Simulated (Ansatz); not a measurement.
A run of Ansatz (development build ahead of 0.2.0) on singlet H₃(+) at this shape:

```xyz
3

H     0.7334   -0.0241    0.0505
H    -0.3261    0.6431    0.0088
H    -0.3419   -0.7064    0.0486
```

Its results:

```yaml
Converged: yes
Total_energy: -1.19226 hartree
Spin_squared_of_the_determinant: 0.000
```

Problem. Which input gives this output? Name the method, the orbitals and the basis set, and write the input.

Solution. RHF in 6-31G. An unrestricted run that stays on the closed shell gives the same numbers.

```yaml
crystal:
  periodic: [false, false, false]
  atoms:
    - { symbol: H, position_ang: [0.73337, -0.0241, 0.05047] }
    - { symbol: H, position_ang: [-0.32606, 0.64314, 0.00876] }
    - { symbol: H, position_ang: [-0.3419, -0.70639, 0.04862] }
basis:
  gaussian: { orbitals: "6-31G" }
total_charge: 1
hamiltonian:
  xc: hf
```

Caution: stretched shape with no unrestricted run beside it, a lower state can exist.
